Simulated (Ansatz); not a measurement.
Reaction (SMILES): [SiH]=O (O-SiH) → H atom + O atom + Si atom
B3LYP-D3(BJ)/def2-TZVP geometries, fixed; electronic energies without zero-point terms.

Basis-set convergence of the atomisation energy at PBE with Ansatz (a program for electronic structure). Cartesian d functions, on some or all atoms, in 6-31G*, 6-31+G*, 6-311G**, 6-311+G**; all else is spherical. The program fits the integrals of some runs and decomposes those of others, by size. Open shells are unrestricted. No added dispersion term, no relativity. Functions are those of the species that has most. Reference: the value in pcseg-4, 224.69 kcal/mol, itself unsure by roughly 0.03 kcal/mol (its mean distance from aug-pcseg-3, aug-cc-pV(Q+d)Z, cc-pV(5+d)Z). Deviations are taken from unrounded values.

```tsv
basis	functions	atomisation energy (kcal/mol)
6-31G*	36	216.75
6-31+G*	44	216.44
def2-SVP	37	217.73
def2-SVPD	55	218.66
pcseg-1	37	215.04
aug-pcseg-1	59	216.93
cc-pV(D+d)Z	42	216.66
aug-cc-pV(D+d)Z	64	217.32
6-311G**	51	216.04
6-311+G**	59	215.99
def2-TZVP	74	223.41
def2-TZVPD	92	223.70
pcseg-2	78	222.83
aug-pcseg-2	119	223.87
cc-pV(T+d)Z	83	224.17
aug-cc-pV(T+d)Z	124	223.92
def2-TZVPP	87	223.64
def2-TZVPPD	105	223.88
cc-pV(Q+d)Z	149	225.03
aug-cc-pV(Q+d)Z	215	224.73
def2-QZVPP	157	224.30
def2-QZVPPD	175	224.29
pcseg-3	157	224.59
aug-pcseg-3	223	224.69
```

What the diffuse functions change, pair by pair:
- 6-31G* to 6-31+G*: 8 more functions, deviation -7.94 to -8.25 kcal/mol
- def2-SVP to def2-SVPD: 18 more functions, deviation -6.96 to -6.03 kcal/mol
- pcseg-1 to aug-pcseg-1: 22 more functions, deviation -9.64 to -7.76 kcal/mol
- cc-pV(D+d)Z to aug-cc-pV(D+d)Z: 22 more functions, deviation -8.03 to -7.37 kcal/mol
- 6-311G** to 6-311+G**: 8 more functions, deviation -8.65 to -8.70 kcal/mol
- def2-TZVP to def2-TZVPD: 18 more functions, deviation -1.27 to -0.99 kcal/mol
- pcseg-2 to aug-pcseg-2: 41 more functions, deviation -1.86 to -0.82 kcal/mol
- cc-pV(T+d)Z to aug-cc-pV(T+d)Z: 41 more functions, deviation -0.52 to -0.77 kcal/mol
- def2-TZVPP to def2-TZVPPD: 18 more functions, deviation -1.04 to -0.81 kcal/mol
- cc-pV(Q+d)Z to aug-cc-pV(Q+d)Z: 66 more functions, deviation 0.34 to 0.04 kcal/mol
- def2-QZVPP to def2-QZVPPD: 18 more functions, deviation -0.39 to -0.40 kcal/mol
- pcseg-3 to aug-pcseg-3: 66 more functions, deviation -0.09 to 0.00 kcal/mol

They bring the value nearer the reference by more than 0.03 kcal/mol in 8 of 12 pairs.
